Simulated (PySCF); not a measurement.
GeF under electron impact: the energy ladder

CCSD(T) in PySCF with def2-TZVPPD on every atom, for the lowest determinant that a PBE0 search found; no spin–orbit coupling.

| species | state (unpaired electrons) | Re (Å) | ωe (cm⁻¹) | energy of the minimum from the neutral (eV) | De (eV) | dissociates to |
| --- | --- | --- | --- | --- | --- | --- |
| GeF | doublet (π ↑) | 1.757 | 665 | 0.00 | 5.20 | Ge + F |
| GeF⁺ | singlet (closed shell) | 1.676 | 812 | 7.41 | 5.70 | Ge⁺ + F |
| GeF⁻ | triplet (π ↑↑) | 1.866 | 496 | -0.84 | 2.79 | Ge + F⁻ |

Problem. Work out the lowest energy to break GeF into atoms, from its vibrational ground state.

Solution. D0 = De − ωe/2 = 5.20 − 0.04 = 5.16 eV (CCSD(T)/def2-TZVPPD).

Problem. Work out the ionisation energy of the Ge atom at this level and the threshold of dissociative ionisation.

Solution. IE(Ge) = 7.41 + 5.70 − 5.20 = 7.91 eV, so Ge⁺ + F + e⁻ appears at D0 + IE(Ge) = 13.07 eV (CCSD(T)/def2-TZVPPD). The measured IE(Ge) is 7.899 eV (NIST ASD).

Problem. Work out the electron affinity of the F atom and the threshold of dissociative attachment.

Solution. EA(F) = 5.20 − 2.79 − (-0.84) = 3.25 eV, so Ge + F⁻ needs D0 − EA(F) = 1.91 eV (CCSD(T)/def2-TZVPPD). The measured EA(F) is 3.401 eV.

Problem. At which energy does ion-pair formation open?

Solution. Ge⁺ + F⁻ lies at D0 + IE(Ge) − EA(F) = 9.82 eV (CCSD(T)/def2-TZVPPD).

These are thermodynamic thresholds; the onsets seen under electron impact lie higher where the geometry changes, and cross-sections peak well above them.

Correlated steps freeze 10 core orbitals. Spin–orbit coupling is left out. For an ion De counts to the pair picked by the measured ionisation energies or electron affinities, which need not be the lowest pair at this level. Where the molecule has an RHF reference, its open-shell atoms are computed with UHF. States were picked by a PBE0 search and need not be the measured ground states.
